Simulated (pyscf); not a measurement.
PySCF, gas phase, ωB97X-D3(BJ)/def2-SVP geometries. MP2 and CC: frozen core, UHF for open shells. ΔMP2 is the change of the MP2 total energy from the triple- to the quadruple-zeta basis.

### Question
What is the homolytic dissociation enthalpy (298 K, CCSD(T)/def2-TZVPP + ΔMP2(QZVPP)) of the Au–O bond of HO–C:–O–Au [singlet], to O=C•–OH + Au•?

### Answer
Au–O to O=C•–OH + Au•: 12.9 kcal/mol. The radicals are drawn with the spin at the cut bond; how far it spreads was not checked. Other isomers of HO–C:–O–Au [singlet], O=C•–OH were not searched in full and may lie lower. The CCSD(T) − MP2 part came from Ansatz, without density fitting, on the same reference. The frozen core leaves the outer d or s,p core shells of the metals and heavy elements correlated in the MP2 and CC values, and def2-TZVPP describes them poorly, which can shift differences by a few kcal/mol. Open-shell species with a d-block atom are single-reference here; other states, and whether the spin sits on metal or ligand, were not checked. Elements past Kr carry the def2 core potentials, without spin-orbit coupling.
